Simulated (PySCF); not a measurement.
Sn(H)2(F)(vinyl) (C₂H₅FSn), SMILES C=[CH][SnH2][F].

Geometry optimised at PBE0-D3(BJ)/def2-SVP. The def2 effective core potentials stand for the cores of Sn; spin–orbit coupling is left out. One conformer was computed; it need not be the lowest.

Method: IEF-PCM-ωB97X/def2-SVP (PySCF).

The values are the electrostatic part of the solvation free energy, E(continuum) − E(gas) at the gas-phase geometry, in a cavity of scaled van der Waals radii (PySCF's table); cavitation and dispersion terms are not included. A continuum can't describe solvent molecules that bind to the metal. In vacuum the orbital gap is 12.00 eV. The dipole moment in vacuum is 3.12 D.

Question: Estimate the values in water (ε = 78.36), chloroform (ε = 4.71), ethylethanoate (ε = 5.99). (The exact figures need the calculation; the answer reports its results.)

Answer: 
```
solvent             ε  ΔG(elec) (kcal/mol)  dipole (D)  gap (eV)
--------------  -----  -------------------  ----------  --------
water           78.36                 -5.0        3.77     11.94
chloroform       4.71                 -3.6        3.58     11.96
ethylethanoate   5.99                 -3.8        3.62     11.95
```
